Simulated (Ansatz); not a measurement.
Z-matrix (Å, degrees):
```
C
C 1 1.3220
H 2 1.0812 1 121.28
H 1 1.0814 2 122.28 3 -179.97
H 2 1.0816 3 117.68 1 -180.00
C 1 1.4754 4 113.76 2 -180.00
O 6 1.2014 1 123.85 4 -0.02
O 6 1.3461 7 122.26 1 -180.00
H 8 0.9677 6 106.72 7 0.00
```
Charge 0, multiplicity 1.

Computed with frozen-core CCSD(T)/def2-TZVPP // CAM-B3LYP-D3(BJ)/def2-TZVP in Ansatz (a first-principles code).

```
Quantity                        Value
----------------------  -------------
HF energy               -265.76975 Ha
MP2 correlation energy    -0.93623 Ha
```

### Question
Estimate the CCSD correlation energy, the (T) correction, the total energy and the T1 diagnostic.

### Answer

* **CCSD correlation energy**: -0.95512 Ha
* **(T) correction**: -0.04226 Ha
* **CCSD(T) total energy**: -266.76713 Ha
* **T1 diagnostic**: 0.015
